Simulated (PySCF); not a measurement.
# Effect of structural changes

Theory: TDDFT B3LYP/def2-SVPD circular dichroism and optical rotation, one conformer, gas phase in PySCF. Geometry: GFN2-xTB.

Each molecule in one low-energy conformer. The parent is CC[C@@H]1[Se]C[C@@H]1F.

The molecule is flexible and this is one conformer; a measurement averages over conformers. The calculation is non-relativistic, which matters for the atoms heavier than Zn.

Question: How does the specific rotation at 589.3 nm (origin-invariant length gauge) change along this series?
- CC[C@@H]1[Se]C[C@@H]1F (base)
- CC[C@H]1[Se]C[C@@H]1F (diastereomer)

Answer: 
| molecule | [α]589 (deg dm⁻¹ (g/mL)⁻¹) | S1 (eV) | R(S1), velocity form (10⁻⁴⁰ esu² cm²) |
| --- | --- | --- | --- |
| CC[C@@H]1[Se]C[C@@H]1F | -308.1 | 3.97 | -4.8 |
| CC[C@H]1[Se]C[C@@H]1F | +49.4 | 3.88 | -0.2 |

The specific rotation at 589.3 nm (origin-invariant length gauge) is lowest for CC[C@@H]1[Se]C[C@@H]1F and highest for CC[C@H]1[Se]C[C@@H]1F.
